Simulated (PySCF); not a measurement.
## Calculated NMR data

- σ from GIAO-PBE0/pcSseg-1
- GFN2-xTB structure
- code: PySCF
- gas phase, non-relativistic, one computed conformer, averaged over atoms made equivalent by symmetry, fast rotation or ring inversion

Shifts are taken against calculated references (same method and geometry level): 1H, 13C vs TMS. Splittings of carbon signals by F and P are missing where no couplings were computed. Where no couplings were computed, multiplicities follow the n + 1 count of equivalent neighbours, and m marks all less simple cases (inequivalent or close neighbours, rings, F or P nearby). Shifts are as computed. Against solution values, carbons near 30 ppm lie about +3 ppm off and those near 130 ppm about +5 ppm. Of 1211 compounds with measured shifts, 218 miss one by over three times the rms of a fit or turn the order of signals round; such compounds aren't used in these exercises.

Compound 1 (C$_{7}$H$_{10}$FOP). 1H NMR (400 MHz, computed): δ 4.77 (m, 1H), 3.84 (s, 3H), 2.16 (s, 3H), 2.14 (m, 3H). 13C{1H} NMR (computed): δ 152.1, 151.9, 147.1, 123.3, 60.2, 16.3, 13.7. Structure: `c1(C)[pH]c(OC)c(F)c1C`.

Compound 2 (C$_{7}$H$_{10}$FOP). 1H NMR (400 MHz, computed): δ 6.01 (m, 1H), 1.41 (s, 9H). 13C{1H} NMR (computed): δ 212.6 (C), 169.2 (C), 99.3 (CH), 40.1 (C), 31.0 (CH3). Structure: SMILES Fc1oc(C(C)(C)C)pc1.
